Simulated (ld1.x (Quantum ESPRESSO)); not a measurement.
# Before and after: TM potential for Au (Z = 79)

gold, norm-conserving Troullier–Martins (Kleinman–Bylander form), made with ld1.x (Quantum ESPRESSO) 7.5 (PBEsol, scalar-relativistic). Core [Xe] 4f14, reference 5d10 6s0.5 6p0 (charge +0.5). Waves: 6s (bound): rc 1.70 bohr; 6p (bound, empty): rc 2.40 bohr; 5d (bound): rc 1.45 bohr. Local part: the d channel. Core correction: a·sin(br)/r model core, default radius (core density twice the valence density).

All-electron outer shells of the reference configuration (PBEsol, scalar-relativistic, ld1.x):

| shell | level (eV) | outermost node (bohr) | outermost maximum (bohr) |
| --- | --- | --- | --- |
| 4f | -85.27 | – | 0.37 |
| 5p | -63.93 | 0.52 | 0.96 |
| 5d | -10.99 | 0.56 | 1.21 |
| 6s | -9.41 | 1.11 | 2.27 |
| 6p | -3.49 | 1.32 | 3.22 |

Change: all radii but the core radius scaled by about 1.37 (s 2.32, p 3.28, d 1.98 bohr).

Cutoffs: the cutoffs (Ry, on a coarse ladder) from which the occupation-weighted sum of valence levels, in a spherical-Bessel basis at the reference potential, stays within 10 and 1 mRy of its value at 400 Ry; they do not see the model core or the augmentation charge, which bear on the density cutoff. Errors are all-electron minus pseudo energies relative to the spin-unpolarised reference configuration.

Task: What does the change do?

Result: The potential gets softer (45 Ry and 80 Ry → 45 Ry and 55 Ry); both files keep a bound ghost (p, s); the number of tests that count goes from 7 to 6; of the 6 tests that both files solve, the error grows in 3 and shrinks in 0 by more than 15 % and 0.3 meV (median size 32.6 → 33.1 meV). A larger radius leaves more room for a smooth pseudo-wave, so fewer plane waves are needed. More of the atom is replaced by a form fitted at one configuration, so other configurations suffer.

| quantity | base | changed |
| --- | --- | --- |
| cutoff, loose | 45 Ry | 45 Ry |
| cutoff, tight | 80 Ry | 55 Ry |
| loose cutoff by channel (10 mRy a level) | s 25 Ry, d 35 Ry | s 6 Ry, d 35 Ry |
| bound ghosts | s, p | s, p |
| tests counted (converged, no solver errors) | 7 of 7 | 6 of 7 |
| error for 5d10 6s1 6p0, meV [ΔE -3.79 eV] | 0.0 | -1.5 |
| error for 5d10 6s0 6p0, meV [ΔE 5.65 eV] | -3.8 | -6.0 |
| error for 5d9 6s0 6p0, meV [ΔE 26.89 eV] | -34 | -30 |
| error for 5d7 6s0 6p0, meV [ΔE 108.53 eV] | -569 | -538 |
| error for 5d9 6s1 6p0, meV [ΔE 8.36 eV] | -31 | -36 |
| error for 5d8 6s0 6p0, meV [ΔE 60.79 eV] | -187 | -173 |

Base: These tests converged, but a pseudo level misses the all-electron one widely, so the file describes the atom poorly there or has found another state: 5d9 6s0 6p0: empty 6p by 4.0 eV (a node warning on the way). Changed file: Tests not counted: 5d9 6s1 6p1 (solver errors, printed error -678 eV). These tests converged, but a pseudo level misses the all-electron one widely, so the file describes the atom poorly there or has found another state: 5d7 6s0 6p0: empty 6s by 5.1 eV (a node warning on the way). A true bound ghost makes a file unfit for plane-wave use even where its test errors are small: the radial tests pick states by their node count and pass the ghost by. Where a test does run into it, the solver fails or the error is huge.
